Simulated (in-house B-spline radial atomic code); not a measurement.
Results of a calculation; reference values are marked as such.
# K in an electron gas of r_s = 2.4: phase shifts, screening, friction and resistivity

A nucleus sits in a uniform electron gas with a rigid positive background. The Kohn-Sham equations are solved self-consistently in the spin-unpolarised LDA (PW92), non-relativistic, on B-splines with outgoing waves at the boundary and partial waves to l = 8. The model has no lattice, no bands and no magnetic solution. Atomic units; δ_l are the phase shifts at the Fermi level, counted so that each bound state adds π, and good to about 0.0005.

The density parameter is r_s = 2.4 bohr, near that of the valence electrons of In (3 per atom, density 7.31 g/cm³, mass 114.82 u, which gives r_s = 2.41).

```tsv
l	δ_l (rad)
0	8.5147
1	5.9348
2	0.6755
3	0.0193
4	0.0011
5	0.0003
6	-0.0001
7	0.0000
8	-0.0001
```

Bound levels below the band bottom (hartree): s -128, s -12.44, p -9.883, s -0.9234, p -0.3468.

(1) Check the Friedel sum rule, and say where the screening charge sits.

(2) Find the transport cross section and the electronic stopping of a 10 keV K ion (mass 39.1 u).

(3) What residual resistivity would 1 atomic per cent of such centres give in In?

(4) On a substitutional site the background of one host ion, a sphere holding 3 charges, is taken out. The phase shifts for l = 0 to 4 become 8.0928, 5.6414, 0.0694, -0.0228, -0.0062. What follows?

## Answers

(1) k_F = (9π/4)^(1/3)/r_s = 0.79965. The rule is Z = (2/π) Σ (2l + 1) δ_l. The terms are s 5.421, p 11.335, d 2.150, f 0.086 and 0.006 beyond, in all 18.998 against Z = 19. Bound states hold 6 s, 12 p, 0 d electrons, so the scattering states carry 1.00 in all; where a term is smaller than its bound count, the bound level has drawn weight out of the band.

(2) σ_tr = (4π/k_F²) Σ (l + 1) sin²(δ_l − δ_(l+1)). The terms for l = 0 to 3 are 0.2837, 1.4591, 1.1167, 0.0013, all together 2.8608, so σ_tr = 19.652 × 2.8608 = 56.221 bohr². With n = 3/(4π r_s³) = 0.01727, the friction coefficient is Q = n k_F σ_tr = 0.7764. For v well below v_F = 0.800, dE/dx = Q v; with 24801 eV per u at v = 1, v = √(10000/(24801 × 39.1)) = 0.1015, so dE/dx = 0.07884 hartree/bohr = 40.5 eV/nm. The largest term couples the p and d waves.

(3) Δρ = k_F n_i σ_tr/n in atomic units of 21.74 μΩ·cm. With one host atom per 3 electrons, n_i/n = 0.01/3, so Δρ = 0.7996 × 0.00333 × 56.221 × 21.74 = 3.26 μΩ·cm. This is an atom added to the gas, as on an interstitial site.

(4) The Friedel sum is now 16.01, for Z − 3 = 16. The sum in σ_tr is 1.2842, so σ_tr = 25.24 bohr² and Δρ = 1.46 μΩ·cm per atomic per cent, 0.45 times the value above. A real host ion scatters too, so this model doesn't give zero even for the host's own atom.
